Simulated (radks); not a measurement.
As10+, configuration [Ar] 3d4.75 4d0.25 (fractional occupations, a model configuration). All-electron calculation, Dirac Kohn-Sham, AM05, spin-unpolarised, spherical densities, finite nucleus; open shells are shared between the two j in proportion to 2j + 1; Fermi nuclear charge, rms radius 4.0968 fm. Program: a radial shooting solver on a logarithmic mesh with Libxc functionals.

Unscreened Slater integrals over Kohn-Sham orbitals (cm^-1). Large and small components are both included.

integral,value
"F0(4d5/2,4d5/2)",136200
"F2(4d5/2,4d5/2)",70012
"F4(4d5/2,4d5/2)",47603
"F0(4d5/2,4d3/2)",136360
"F2(4d5/2,4d3/2)",70088
"G2(4d5/2,4d3/2)",70062
"G4(4d5/2,4d3/2)",47636
"F0(4d5/2,3d5/2)",177420
"F2(4d5/2,3d5/2)",46802
"F4(4d5/2,3d5/2)",22846
"G0(4d5/2,3d5/2)",16493
"G2(4d5/2,3d5/2)",19537
"G4(4d5/2,3d5/2)",14999
"F0(4d5/2,3d3/2)",177560
"F2(4d5/2,3d3/2)",46700
"G2(4d5/2,3d3/2)",19507
"G4(4d5/2,3d3/2)",14960
"F0(4d3/2,4d3/2)",136510
"F2(4d3/2,4d3/2)",70165
"F0(4d3/2,3d5/2)",177760
"F2(4d3/2,3d5/2)",46930
"G2(4d3/2,3d5/2)",19491
"G4(4d3/2,3d5/2)",14978
"F0(4d3/2,3d3/2)",177900
"F2(4d3/2,3d3/2)",46828
"G0(4d3/2,3d3/2)",16548
"G2(4d3/2,3d3/2)",19561
"F0(3d5/2,3d5/2)",361820
"F2(3d5/2,3d5/2)",179430
"F4(3d5/2,3d5/2)",114270
"F0(3d5/2,3d3/2)",362610
"F2(3d5/2,3d3/2)",179720
"G2(3d5/2,3d3/2)",179350
"G4(3d5/2,3d3/2)",114210
"F0(3d3/2,3d3/2)",363410
"F2(3d3/2,3d3/2)",180020
